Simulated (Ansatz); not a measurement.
CH4Be (SMILES [BeH][CH3]), charge 0, multiplicity 1, relaxed at each level with Ansatz (a quantum-chemistry and plane-wave program); harmonic frequencies from differences of analytic forces, average atomic masses, frozen cores.

```
level               Be1–H2 (Å)  Be1–C3 (Å)  C3–H4 (Å)  C3–H5 (Å)  C3–H6 (Å)  H2–Be1–C3 (°)  Be1–C3–H4 (°)  Be1–C3–H5 (°)  dipole (D)
------------------  ----------  ----------  ---------  ---------  ---------  -------------  -------------  -------------  ----------
HF/def2-TZVPP           1.3368      1.6939     1.0878     1.0878     1.0878          180.0          111.8          111.8        0.47
PBE/def2-TZVPP          1.3452      1.6779     1.1023     1.1023     1.1023          180.0          112.2          112.2        0.69
r2SCAN/def2-TZVPP       1.3386      1.6735     1.0953     1.0953     1.0953          180.0          112.3          112.3        0.67
B3LYP/def2-TZVPP        1.3315      1.6747     1.0946     1.0946     1.0946          180.0          112.1          112.1        0.60
PBE0/def2-TZVPP         1.3399      1.6750     1.0951     1.0951     1.0951          180.0          112.0          112.0        0.64
wB97X-V/def2-TZVPP      1.3396      1.6826     1.0960     1.0960     1.0960          180.0          112.0          112.0        0.58
MP2/cc-pVTZ             1.3323      1.6851     1.0916     1.0916     1.0916          180.0          112.0          112.0        0.51
CCSD(T)/cc-pVDZ         1.3421      1.6939     1.1101     1.1101     1.1101          180.0          112.1          112.1        0.56
CCSD(T)/cc-pVTZ         1.3360      1.6865     1.0956     1.0956     1.0956          180.0          112.0          112.0        0.50
```
